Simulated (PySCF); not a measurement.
Job for PySCF: R-M06-2X/6-31G* on CH6OS (a complex), monomers drawn apart or pushed together.

```python
from pyscf import gto, scf, dft, mp
from pyscf.data.elements import chemcore

mol = gto.M(
    atom='''
    S     0.08035804    1.49548586   -0.19620550
    H     1.29801576    0.93039521   -0.21268552
    H    -0.53190062    0.32486186   -0.43573455
    C     0.19168851   -0.45035820    4.63991658
    O     0.27912360   -1.11133215    5.89572858
    H    -0.82477578   -0.10977302    4.41729152
    H     0.48170019   -1.17484122    3.88068609
    H     0.86940259    0.40690076    4.57156876
    H     0.02619602   -0.49222543    6.58735726
    ''',
    basis='6-31g*',
    cart=True,
    charge=0, spin=0, verbose=3, max_memory=1800)
mf = dft.RKS(mol, xc='m062x')
mf.conv_tol = 1e-8
mf.max_cycle = 100
mf.kernel()
if not mf.converged:
    mf = mf.newton().run(mf.mo_coeff, mf.mo_occ)
```

The log:

```
converged SCF energy = -514.991654241435
```

The calculation finished and met its thresholds.

Cost: about 4 core-seconds (a rough figure).
